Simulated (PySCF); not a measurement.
```xyz
25

C      2.3426     1.4686    -0.6741
C      0.9761     1.5340     0.0225
Si     0.0339    -0.0823    -0.0417
C     -1.6378    -0.0010     0.8173
C     -2.6094     1.0092     0.1896
O     -0.1495    -0.4553    -1.6527
C     -0.6514    -1.6763    -2.1433
O      0.9375    -1.3339     0.6095
C      1.3428    -1.4531     1.9480
H      2.9841     0.6968    -0.2189
H      2.2244     1.2038    -1.7362
H      2.8809     2.4288    -0.6201
H      1.0923     1.8245     1.0831
H      0.3461     2.3190    -0.4322
H     -2.0731    -1.0166     0.7976
H     -1.4805     0.2308     1.8865
H     -3.5940     0.9992     0.6847
H     -2.2203     2.0384     0.2561
H     -2.7702     0.7948    -0.8792
H     -0.1062    -2.5395    -1.7224
H     -1.7265    -1.8026    -1.9122
H     -0.5374    -1.6931    -3.2389
H      0.4836    -1.5141     2.6435
H      1.9771    -0.6045     2.2697
H      1.9347    -2.3755     2.0639
```

Charge 0, multiplicity 1.

Give the Mulliken and meta-Löwdin atomic charges from TPSSh-D3(BJ)/def2-TZVP // B3LYP-D3(BJ)/def2-SVP (PySCF).


```
atom  Mulliken (e)  meta-Löwdin (e)
----  ------------  ---------------
C1           -0.35            -0.31
C2           -0.28            -0.46
Si3           0.57             1.31
C4           -0.31            -0.47
C5           -0.36            -0.30
O6           -0.36            -0.62
C7           -0.20            -0.09
O8           -0.35            -0.62
C9           -0.20            -0.09
H10           0.12             0.10
H11           0.13             0.11
H12           0.12             0.10
H13           0.10             0.11
H14           0.11             0.11
H15           0.11             0.11
H16           0.10             0.11
H17           0.12             0.10
H18           0.12             0.10
H19           0.13             0.11
H20           0.13             0.10
H21           0.10             0.09
H22           0.13             0.11
H23           0.11             0.09
H24           0.11             0.09
H25           0.13             0.11
```
